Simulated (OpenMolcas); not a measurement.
# W3+ in a point-charge field

W3+ among 6 point charges of -1.5 e arranged as a trigonal prism (D3h), 2.21 Å from the ion, with a polar angle of 48.1° against the regular 49.1°.

* Program: OpenMolcas 26.06
* Method: CASSCF
* Basis: ANO-RCC-VDZP [7s6p4d2f1g]
* Scalar Hamiltonian: DKH2, point nucleus
* Active space: 3 electrons in 5 orbitals (5d)
* State averaging: 2S+1 = 4 even, 10 roots; 2S+1 = 2 even, 40 roots
* Spin-orbit coupling: RASSI with atomic mean-field integrals over the reference wave functions

The lowest spin-free states (labels of D3, the rotations of D3h), above the lowest:

```csv
State,Degeneracy,E (cm-1),Free-ion L (%)
4A2,1,0.0,F (89)
4E,2,7387,F (95)
4A1,1,9691,F (100)
4A2,1,9758,F (100)
2E,2,12690,G (57)
2E,2,13608,G (48)
2A1,1,16401,G (53)
4E,2,17047,F (100)
4E,2,18115,P (95)
2A2,1,18972,G (92)
2A1,1,19497,G (93)
2E,2,19784,P (63)
2E,2,20179,H (98)
2A2,1,20491,P (56)
2E,2,20591,G (87)
2E,2,23705,H (63)
2A1,1,23977,H (98)
2A2,1,24184,H (98)
2E,2,26661,H (57)
2E,2,28940,F (47)
```

The lowest levels with spin-orbit coupling:

| E (cm-1) | Degeneracy | Label | 2S+1 | g |
| --- | --- | --- | --- | --- |
| 0.0 | 2 | E1/2 | 4 | 1.47 1.47 1.85 |
| 2166 | 2 | E3/2 | 4 | 0.00 0.00 5.67 |
| 6414 | 2 | E3/2 | 4 (82 %) | 0.00 0.00 0.71 |
| 8586 | 2 | E1/2 | 4 | 1.17 1.17 1.36 |
| 9364 | 2 | E1/2 | 4 (79 %) | 0.01 0.01 6.38 |
| 10525 | 2 | E3/2 | 4 | 0.00 0.00 3.52 |
| 10705 | 2 | E1/2 | 4 | 2.51 3.37 3.37 |
| 11389 | 2 | E1/2 | 4 | 0.03 0.03 4.97 |
| 13016 | 2 | E1/2 | 4 (62 %) | 0.03 0.03 7.32 |
| 13178 | 2 | E3/2 | 2 (67 %) | 0.00 0.00 10.17 |
| 15074 | 2 | E3/2 | 2 (76 %) | 0.00 0.00 1.97 |
| 15555 | 2 | E1/2 | 2 (61 %) | 0.23 0.23 7.06 |
| 15625 | 2 | E1/2 | 2 (55 %) | 1.14 1.99 1.99 |
| 17459 | 2 | E1/2 | 4 (71 %) | 0.20 0.83 0.83 |
| 17511 | 2 | E1/2 | 2 (72 %) | 0.35 0.35 6.05 |
| 18572 | 2 | E1/2 | 4 (78 %) | 0.05 1.27 1.27 |
| 19117 | 2 | E3/2 | 4 (78 %) | 0.00 0.00 3.02 |
| 19348 | 2 | E3/2 | 4 (62 %) | 0.00 0.00 10.60 |
| 19486 | 2 | E1/2 | 2 (53 %) | 0.20 0.20 4.98 |
| 20569 | 2 | E1/2 | 2 (61 %) | 1.74 1.74 2.22 |

Powder χT (cm3 K/mol): 0.242 at 2 K, 0.244 at 10 K, 0.252 at 50 K, 0.262 at 100 K, 0.283 at 200 K, 0.303 at 300 K. The effective moment at 300 K is 2.828 √(χT) = 1.56 μB.

The lowest level has 2S+1 = 4, for which the spin-only value is χT = S(S+1) / 2 = 1.875 cm3 K/mol (g = 2). The computed 0.303 at 300 K differs by -1.572, through orbital momentum, spin-orbit coupling and any other state in reach.

Without dynamic correlation the repulsion within the d shell is too large (B by tens of per cent), so at a given field states of lower spin stand too high. Point charges carry no covalency, so the field is a model and not that of real ligands. No measured value stands beside these numbers.
